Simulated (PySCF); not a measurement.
Running PySCF for BrCl

The script input.py:

```python
from pyscf import gto, dft

mol = gto.M(
    atom='Br 0 0 0; Cl 0 0 2.398',
    basis='sbkjc',
    ecp={'Br': 'sbkjc', 'Cl': 'sbkjc'},
    charge=0,
    spin=0,
    verbose=3,
)
mf = dft.RKS(mol, xc='tpssh')
mf.kernel()
mf.mulliken_pop()
mf.dip_moment()
print('orbital energies (hartree):', mf.mo_energy[..., max(0, mol.nelec[1]-3):mol.nelec[0]+3].round(4))
```

```bash
$ OMP_NUM_THREADS=1 python input.py
```

The log:

```
converged SCF energy = -28.2523834496632
 ** Mulliken pop  **
pop of  0 Br 4s           1.79477
pop of  0 Br 5s           0.19598
pop of  0 Br 4px          1.58951
pop of  0 Br 4py          1.58951
pop of  0 Br 4pz          0.79689
pop of  0 Br 5px          0.41101
pop of  0 Br 5py          0.41101
pop of  0 Br 5pz          0.10029
pop of  1 Cl 3s           1.53499
pop of  1 Cl 4s           0.47487
pop of  1 Cl 3px          1.43243
pop of  1 Cl 3py          1.43243
pop of  1 Cl 3pz          0.79899
pop of  1 Cl 4px          0.56704
pop of  1 Cl 4py          0.56704
pop of  1 Cl 4pz          0.30321
 ** Mulliken atomic charges  **
charge of    0Br =      0.11102
charge of    1Cl =     -0.11102
Dipole moment(X, Y, Z, Debye): -0.00000, -0.00000, -0.88455
orbital energies (hartree): [-0.3568 -0.3    -0.3    -0.2109  0.2291  0.2522]
```

In short: E(SCF) = -28.252383 Eh, μz(SCF) = -0.88 D.

Hardware: Arm Neoverse V2, 1 thread, shared host. Wall time 1.1 s, peak memory 0.14 GiB.

Stability towards an unrestricted solution was not tested. The bond length is a typed value, not an optimised one.
